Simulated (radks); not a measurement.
The numbers below are computed, except where a source is named.
The mean radii <r> (bohr) of the occupied orbitals of an atom or ion are listed with their occupations. Level of theory: scalar-relativistic Kohn-Sham, HCTH/407, spin-polarised, spherical densities, point nucleus (a radial shooting solver on a logarithmic mesh with Libxc functionals).

| orbital | occ. | <r> |
|---|---|---|
| 1s up | 1 | 0.02191 |
| 1s down | 1 | 0.02191 |
| 2s up | 1 | 0.09284 |
| 2s down | 1 | 0.09269 |
| 2p up | 3 | 0.08189 |
| 2p down | 3 | 0.08173 |
| 3s up | 1 | 0.2325 |
| 3s down | 1 | 0.2332 |
| 3p up | 3 | 0.2283 |
| 3p down | 3 | 0.2292 |
| 3d up | 5 | 0.2035 |

Name the element and its charge. Open shells, if any, are filled with parallel spins first.

Answer. Z = 64, gadolinium, charge +41: Gd41+ in [Ar] 3d5. The 1s radius gives Z: for a bare nucleus <r> = (2 gamma + 1)/(2Z) with gamma = sqrt(1 - (Z/c)^2), 0.02163 bohr for Z = 64, and screening makes it slightly larger (0.02191 here). The occupations add up to 23, and the charge is Z minus that.
